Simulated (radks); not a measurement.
Q: All-electron atom: the platinum ion Pt2+ in [Xe] 4f14 5d6 6s2 (not the ground configuration). All-electron calculation, scalar-relativistic Kohn-Sham, PBE, spin-polarised, spherical densities, finite nucleus; open shells are filled with parallel spins first (spin-orbit coupling, left out, can overturn this in heavy ions); Fermi nuclear charge, rms radius 5.427 fm. Program: a radial shooting solver on a logarithmic mesh with Libxc functionals. Some entries of the table are withheld. Estimate them.

orbital  occ.  eigenvalue (eV)  <r> (bohr)
1s down     1        -78425.10     0.01715
1s up       1        -78425.09     0.01715
2s up       1        -13802.10     0.07236
2s down     1        -13801.79     0.07236
2p up       3        -11969.17     0.06523
2p down     3        -11968.92     0.06523
3s up       1        -3263.951      0.1871
3s down     1        -3263.838      0.1871
3p up       3        -2729.887      0.1882
3p down     3        -2729.760      0.1882
3d up       5        -2149.783      0.1704
3d down     5        -2149.562      0.1704
4s up       1        -723.8548      0.4151
4s down     1        -723.5580      0.4151
4p up       3        -548.6270      0.4419
4p down     3        -548.3511      0.4419
4d up       5        -335.5511      0.4683
4d down     5        -335.2290      0.4681
5s up       1        -130.8112      0.9493
5s down     1        -128.6087      0.9445
4f up       7         -98.8295      0.5163
4f down     7         -98.3404      0.5143
5p up       3              (1)       1.091
5p down     3              (2)       1.086
5d up       5         -32.3179         (3)
5d down     1         -29.3888         (4)
6s up       1         -25.4276       2.358
6s down     1         -23.8775       2.426

A: 
(1) 5p up eigenvalue (eV): -84.6970
(2) 5p down eigenvalue (eV): -81.9846
(3) 5d up <r> (bohr): 1.475
(4) 5d down <r> (bohr): 1.497
